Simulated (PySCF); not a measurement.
This script is equivalent to a calculation on Br⁺ (bromine, charge +1).

```python
from pyscf import gto, scf, dft, mp, cc
import basis_set_exchange as bse
mol = gto.M(atom="Br 0 0 0", charge=1, spin=2, symmetry="D2h",
            basis=gto.basis.parse(bse.get_basis("jorge-DZP-DKH", elements=["Br"], fmt="nwchem", header=False)),
            nucmod="G")
mf = dft.UKS(mol, xc="PBE").sfx2c1e()
mf.irrep_nelec = {'Ag': (6, 6), 'B1g': (1, 1), 'B2g': (1, 1), 'B3g': (1, 1), 'B1u': (3, 2), 'B2u': (3, 3), 'B3u': (3, 2)}
mf.kernel()
```

What total energy does it give?

-2605.288 hartree (calculated).

Which occupied shell lies highest, and where?

4p β, at -16.451 eV.

What is ⟨S²⟩, and what would a pure spin state give?

2.000, against 2.00.
